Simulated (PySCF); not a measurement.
CH7ClOSi2. Atoms are numbered in the order given.

```xyz
12

Si    -2.5339     0.7907    -0.2912
C     -0.9340     0.1048    -1.0899
O     -0.3635    -0.9492    -0.3052
Si     0.7998    -0.7324     0.8714
Cl     2.4423     0.2712     0.0672
H     -3.1046     1.8747    -1.1667
H     -2.2212     1.3591     1.0657
H     -3.5386    -0.3156    -0.1371
H     -1.1759    -0.3115    -2.0921
H     -0.2013     0.9266    -1.2658
H      1.2016    -2.1046     1.2976
H      0.3102     0.1095     2.0128
```

Geometry optimised at PBE-D3(BJ)/def2-SVP. This is a generated structure with no PubChem entry under its InChIKey; it may be hypothetical. Other conformers were not sampled.

Level of theory: TDDFT-CAM-B3LYP/def2-SVPD (PySCF).

Vertical excitations. The molecule is in vacuum.

| state | energy (eV) | λ (nm) | f | main pairs |
|---|---|---|---|---|
| S1 | 7.05 | 176 | 0.002 | HOMO→LUMO 60 %, HOMO→LUMO+2 22 %, HOMO→LUMO+1 10 % |
| S2 | 7.33 | 169 | 0.012 | HOMO→LUMO+1 65 %, HOMO→LUMO 19 % |
| S3 | 7.65 | 162 | 0.058 | HOMO→LUMO+2 46 %, HOMO→LUMO 14 %, HOMO→LUMO+4 12 %, HOMO→LUMO+1 7 % |
| S4 | 7.84 | 158 | 0.007 | HOMO−1→LUMO+1 74 % |
| S5 | 7.92 | 157 | 0.012 | HOMO−1→LUMO 48 %, HOMO−1→LUMO+2 27 % |
| S6 | 8.22 | 151 | 0.110 | HOMO→LUMO+3 55 %, HOMO→LUMO+5 20 % |
| S7 | 8.30 | 149 | 0.029 | HOMO−2→LUMO+1 55 %, HOMO−2→LUMO 12 % |
| S8 | 8.32 | 149 | 0.030 | HOMO→LUMO+6 31 %, HOMO→LUMO+4 30 %, HOMO→LUMO+2 7 %, HOMO−2→LUMO+1 6 % |
| S9 | 8.40 | 148 | 0.000 | HOMO→LUMO+6 38 %, HOMO−1→LUMO+2 12 %, HOMO−1→LUMO 7 %, HOMO−3→LUMO 7 % |
| S10 | 8.52 | 146 | 0.060 | HOMO→LUMO+5 17 %, HOMO−2→LUMO 14 %, HOMO−3→LUMO 11 %, HOMO→LUMO+8 7 % |
| T1 | 6.65 | 186 | 0 | HOMO→LUMO 34 %, HOMO→LUMO+2 32 %, HOMO→LUMO+1 19 % |
| T2 | 7.03 | 176 | 0 | HOMO→LUMO+1 42 %, HOMO→LUMO 37 % |
| T3 | 7.22 | 172 | 0 | HOMO→LUMO+2 23 %, HOMO−1→LUMO+1 15 %, HOMO→LUMO+4 13 %, HOMO→LUMO 12 % |
| T4 | 7.44 | 167 | 0 | HOMO−1→LUMO+1 55 %, HOMO→LUMO+1 11 % |
Triplets are in the Tamm–Dancoff approximation, which puts them higher than full response would, so one can lie above its singlet here.
